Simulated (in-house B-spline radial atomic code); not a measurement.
Checks on a self-consistent run for Cl, [He] 2s2 (2p1/2)2 (2p3/2)3 3s2 (3p1/2)1 (3p3/2)4 (6d5/2)1. Computed with a radial B-spline atomic code at the basis-set limit: Dirac-Hartree-Fock, average of the jj configuration, Fermi nucleus of rms radius 3.3654 fm.

| orbital | q | ε (Eh) | <1/r> | <r²> | small-component weight |
| --- | --- | --- | --- | --- | --- |
| 1s1/2 | 2 | -107.15707 | 16.6948 | 0.0110768 | 0.0036695 |
| 2s1/2 | 2 | -11.86281 | 3.40716 | 0.22017 | 0.00060692 |
| 2p1/2 | 2 | -9.49726 | 3.30644 | 0.189524 | 0.00057916 |
| 2p3/2 | 3 | -9.47618 | 3.25547 | 0.202033 | 0.00056711 |
| 3s1/2 | 2 | -1.62169 | 0.965108 | 2.33011 | 0.00010249 |
| 3p1/2 | 1 | -1.03148 | 0.856009 | 2.91066 | 8.4783e-05 |
| 3p3/2 | 4 | -0.98823 | 0.870669 | 3.00845 | 9.1438e-05 |
| 6d5/2 | 1 | -0.01493 | 0.0360525 | 2490.21 | 7.8037e-07 |

Electron-electron repulsion V_ee = 159.5737 hartree.

Question: What total energy follows from the eigenvalues?

Answer: The eigenvalues count the repulsion twice, so E = Σqε - V_ee = -293.706 - 159.574 = -453.279 hartree; the run printed -453.279.

Question: Does the Dirac virial theorem hold?

Answer: For a point nucleus E = -2c²Σq·w, with w the small-component weight. Here Σq·w = 0.012069 and c = 137.0360, so the ratio E/(-2c²Σq·w) is 1.000002.

Question: What diamagnetic shielding (Lamb formula) and susceptibility (Langevin formula) do the radii give?

Answer: σ = (α²/3)Σq<1/r> = 62.8882/(3·137.036²) = 1116.3 ppm, and χ = -0.79199×10⁻⁶·Σq<r²> = -1989×10⁻⁶ cm³/mol with Σq<r²> = 2511.3 bohr². Both are non-relativistic formulas without the paramagnetism of open shells.
